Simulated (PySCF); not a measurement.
**Question.** Write Cartesian coordinates for WN(OH)3 (`[N]#[W]([OH])([OH])[OH]`) as optimised with PBE0-D3(BJ)/def2-SVP. (Singlet state.)

**Answer.** 
```
atom  x, y, z in Å
W1     0.0149   -0.0112   -0.0849
N2     0.0514    0.0248    1.5785
O3     1.7825    0.3929   -0.6310
H4     2.4968    0.5738   -0.0107
O5    -1.2478    1.3092   -0.5826
H6    -1.7298    1.8454    0.0560
O7    -0.5185   -1.7722   -0.5336
H8    -0.7113   -2.4483    0.1245
```

Orientation and origin are arbitrary. Atoms count from 1 in this order. All 3 O–W bonds measure 1.894 Å. W1 (tungsten bonded to N and 3 O) is distorted tetrahedral (angles from 105.2° to 113.5°).

Bonds between heavy atoms (Å): W1–N2 1.664, W1–O3 1.894, W1–O5 1.894, W1–O7 1.894.

Computed, not measured: PBE0-D3(BJ)/def2-SVP geometry optimisation, gas phase, def2 core potentials past Kr (PySCF 2.14.0).

Point group: C3v (tolerance 0.08 Å). PBE0-D3(BJ)/def2-SVP frequencies: not computed here. Torsions: N2–W1–O3–H 0°, N2–W1–O5–H 0°, N2–W1–O7–H 0°.
